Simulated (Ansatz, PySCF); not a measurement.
H₃MnO₃, SMILES [OH][Mn]([OH])[OH] (connectivity only; charge and spin as stated), neutral, multiplicity 5. Atoms are numbered in the order given.

```xyz
7

Mn     0.1259     0.1317     0.0269
O     -1.1017    -1.1494    -0.0482
H     -1.9126    -0.8488    -0.4771
O     -0.5007     1.5279    -0.8758
H     -1.1027     1.6076    -1.6192
O      1.4791    -0.4748     0.9948
H      1.5969    -1.2797     1.5048
```
Charge 0, spin multiplicity 5.

Geometry optimised at PBE0-D3(BJ)/def2-SVP. The spin state was assumed, not searched. The values are those of a single conformer.

Two levels are set side by side: PBE-D3(BJ)/def2-SVP (Ansatz, a first-principles code) and PBE0-D3(BJ)/def2-SVP (Ansatz). Each level has its own optimised geometry; the coordinates shown are those of the second. Frequencies come from the Hessian of PySCF at each geometry. Differences are taken from unrounded values.

| quantity | PBE0-D3(BJ) |
|---|---|
| mean bond length (Å) | 1.368 |
| bond Mn1–O2 (Å) | 1.776 |
| bond Mn1–O4 (Å) | 1.777 |
| bond Mn1–O6 (Å) | 1.771 |
| bond O2–H3 (Å) | 0.965 |
| bond O4–H5 (Å) | 0.960 |
| bond O6–H7 (Å) | 0.960 |
| highest harmonic wavenumber (cm⁻¹) | 3955 |
| mean harmonic wavenumber (cm⁻¹) | 1127 |
| zero-point energy (kcal/mol) | 24.17 |

Q: What does PBE-D3(BJ) give, and how far is it from PBE0-D3(BJ)? (Estimate from the structure and the level; the computed values follow.)

A: 
```tsv
quantity	PBE-D3(BJ)	PBE-D3(BJ) minus PBE0-D3(BJ)
mean bond length (Å)	1.381	0.013
bond Mn1–O2 (Å)	1.783	0.007
bond Mn1–O4 (Å)	1.794	0.017
bond Mn1–O6 (Å)	1.783	0.013
bond O2–H3 (Å)	0.979	0.014
bond O4–H5 (Å)	0.974	0.014
bond O6–H7 (Å)	0.973	0.013
highest harmonic wavenumber (cm⁻¹)	3749	-206
mean harmonic wavenumber (cm⁻¹)	1079	-48
zero-point energy (kcal/mol)	23.14	-1.02
```

Exact exchange shortens and stiffens bonds; PBE has none. Differences between two approximate levels are no errors against the true value.
